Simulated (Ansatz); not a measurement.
AlBH₅NSe (`B[NH][AlH][SeH]`) at its PBE0-D4/def2-TZVP geometry, where that method's forces vanish. Total charge 0; spin multiplicity 1.

```xyz
9

B     0.5456    1.7070    0.1662
N     0.4081    0.3839   -0.2794
Al   -0.7509   -0.7709    0.4699
Se   -0.8782   -2.9371   -0.3436
H     1.3287    2.4520   -0.3532
H    -0.1391    2.0773    1.0809
H     1.0004    0.1074   -1.0502
H    -1.6739   -0.3335    1.6629
H     0.1592   -2.6861   -1.3536
```

(1) What forces (eV/Å) does PBE-D4/def2-TZVPP give on these atoms in the Gaussian-basis code of Ansatz? (An estimate is asked.)

## Answers

(1) Ansatz gave: 
```
B1   0.016  0.215  0.079
N2  -0.016  0.027  0.029
Al3 -0.132 -0.087  0.105
Se4 -0.203 -0.229  0.118
H5   0.081  0.071 -0.057
H6  -0.072  0.031  0.092
H7   0.208 -0.115 -0.278
H8  -0.067  0.034  0.088
H9   0.184  0.053 -0.176
```
